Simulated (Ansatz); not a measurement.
# Abstraction of F: SbHF2 + C2HF2Si → SbHF + C2HF3Si

Gas-phase species: SbHF2 `[F][SbH][F]`, singlet; C2HF2Si `C#C[Si](F)F`, doublet; SbHF `[F][SbH]`, doublet; C2HF3Si `C#C[Si](F)(F)F`, singlet. A radical takes F: the energy is the difference in strength between the Sb–F bond broken and the Si–F bond made.

Shapes, held fixed at every level: PBE0-D4/def2-TZVP. Programs: Ansatz 0.2.0. The zero-point and thermal change to 298 K, harmonic and unscaled (PBE0-D4/def2-TZVP), is +1.7 kJ/mol.

| level | kind | ΔH(298 K) (kJ/mol) | less CCSD(T)/def2-TZVPP |
| --- | --- | --- | --- |
| MP2/def2-TZVPP | perturbation theory | -242.9 | -1.2 |
| HF/def2-SVP | Hartree–Fock | -253.5 | -11.8 |
| PBE-D4/def2-TZVPP | GGA | -198.6 | +43.1 |
| r2SCAN-D4/def2-TZVPP | meta-GGA | -217.2 | +24.5 |
| r2SCAN0-D4/def2-TZVPP | global hybrid | -233.0 | +8.7 |
| wB97M-V/def2-TZVPP | range-separated hybrid | -239.8 | +1.9 |
| CCSD(T)/def2-TZVPP | coupled cluster or CI | -241.7 | 0.0 |

The highest level, CCSD(T)/def2-TZVPP, gives ΔH(298 K) = -241.7 kJ/mol; the levels span -253.5 to -198.6. The column of differences is taken from that level and isn't an error. No measured value is set beside it here. Open shells run unrestricted. For atoms past krypton def2 sets carry core potentials with scalar relativity. Outer-core shells of Sb are correlated, in sets that cover them unevenly.
